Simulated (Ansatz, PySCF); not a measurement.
Molecule: BI (charge 0, singlet). 
Coordinates optimised at B3LYP-D3(BJ)/def2-TZVP (Ansatz, a program for electronic structure):
SMILES: I[B]
```xyz
2

B      0.0000     0.0000    -1.9574
I      0.0000     0.0000     0.1847
```

Total electronic energies in hartree. Correlated levels leave the core frozen unless marked. Spin-orbit coupling is left out. Frozen are the shells of the preceding noble gas and the d and f shells that filled before the atom's block. Past Kr the def2 sets carry scalar-relativistic core potentials. STO-3G rows are all-electron and non-relativistic. Basis-set limits of correlation are two-point, X^-3; Hartree-Fock from the larger set. The bracket is a focal-point correction in the basis named.

The Hartree-Fock reference is unstable (checked in the largest basis), which strains HF and MP2. 

| level | program | energy (Eh) |
|---|---|---|
| RI-HF/def2-TZVPP | Ansatz | -321.27255 |
| revPBE-D3(BJ)/def2-TZVPD | Ansatz + dftd3 | -322.51850 |
| TPSS/def2-TZVPD | PySCF | -322.37382 |
| B2GP-PLYP/def2-TZVPD | Ansatz | -322.09143 |
| B2PLYP-D3(BJ)/def2-TZVPD | Ansatz + dftd3 | -322.17765 |
| SCS-MP2/STO-3G | Ansatz | -6874.98534 |
| CCSDT(Q)/def2-SVP | Ansatz | -321.42681 |
| RI-MP2/CBS(def2-TZVPP,def2-QZVPP)+[CCSD(T)-MP2]/def2-SVP | Ansatz | -321.5587 |
| CCSD(T)/CBS(def2-TZVPPD,def2-QZVPPD) | Ansatz | -321.5650 |

Totals of different functionals don't rank their quality; only differences between species are comparable.
